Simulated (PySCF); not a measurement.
Input of a run (PBE0-D3(BJ)/def2-SVP geometry optimisation, gas phase (PySCF 2.14.0)), started from GFN2-xTB:
```
{"job": {"xc": "PBE0", "basis": "def2-SVP", "d3": "d3bj", "grid": 1, "shake": 0.01, "kind": "geom"}, "charge": 0, "multiplicity": 1}
C      2.796240    -0.927930     0.493400
O      1.717390    -1.371600    -0.330630
C      1.024580    -0.379450    -1.052180
C      0.158740     0.564420    -0.236500
F      0.943470     1.397260     0.532020
O     -0.488840     1.361140    -1.193470
C     -1.356920     2.354200    -0.704660
C     -0.825070    -0.092920     0.729800
C     -2.030320    -0.839120     0.217930
C     -0.948560    -1.586440     0.924730
H      3.299760    -1.793500     0.832630
H      3.460630    -0.255890    -0.071200
H      2.376850    -0.341750     1.348160
H      1.729980     0.275110    -1.579080
H      0.410540    -0.905390    -1.769700
H     -2.278050     1.929980    -0.283560
H     -0.875230     2.984480     0.050320
H     -1.623930     2.974050    -1.563010
H     -0.999490     0.506340     1.618200
H     -2.125730    -0.952160    -0.867650
H     -2.997870    -0.705700     0.677910
H     -1.136640    -1.961570     1.905250
H     -0.283850    -2.210030     0.324130
```

Output (energies in Eh, forces in Eh/bohr):
```
step   0  E = -523.84779780  max force = 0.042879
step   1  E = -523.85330447  max force = 0.009642
step   2  E = -523.85367797  max force = 0.002005
step   3  E = -523.85378000  max force = 0.002134
step   4  E = -523.85395055  max force = 0.002642
step   5  E = -523.85416464  max force = 0.003042
step   6  E = -523.85431386  max force = 0.001472
step   7  E = -523.85438282  max force = 0.000835
step   8  E = -523.85440678  max force = 0.000725
step   9  E = -523.85441745  max force = 0.000563
step  10  E = -523.85442315  max force = 0.000421
optimisation converged
```

Task: Summarise the run.

Result: The energy falls by 4.2 kcal/mol over 11 energy and gradient evaluations, the largest force component goes from 0.0429 to 4.2e-04 Eh/bohr, and the atoms move by 0.255 Å rms after alignment. The bond that changes most is C1–H11 (methoxy carbon to methyl hydrogen), which lengthens by 0.042 Å. Bonds longer at the end by more than 0.005 Å: 12 of 23; shorter: 7. Among the angles that change most is O2–C1–H13, from 108.7° to 112.6°. Among the dihedrals that turn most is F5–C4–C8–C10, from -122° to -101°. The energy never rose by more than 1e-6 Eh on the way. The first step brought 83 % of the lowering.

Task: What are the final bond lengths?

Result: C1–O2 1.402 Å, O2–C3 1.389 Å, C3–C4 1.530 Å, C4–F5 1.397 Å, C4–O6 1.379 Å, O6–C7 1.404 Å, C4–C8 1.510 Å, C8–C9 1.500 Å, C9–C10 1.497 Å, C8–C10 1.500 Å, C1–H11 1.099 Å, C1–H12 1.107 Å, C1–H13 1.102 Å, C3–H14 1.107 Å, C3–H15 1.100 Å, C7–H16 1.104 Å, C7–H17 1.103 Å, C7–H18 1.098 Å, C8–H19 1.094 Å, C9–H20 1.094 Å, C9–H21 1.093 Å, C10–H22 1.093 Å, C10–H23 1.091 Å. Numbering counts from 1 in the input's order; the species is `COC[C@@](F)(OC)C1CC1`.

The run used 205 basis functions and 69 SCF cycles in all.

Stationary, but not proved a minimum. One conformer, not necessarily the lowest.
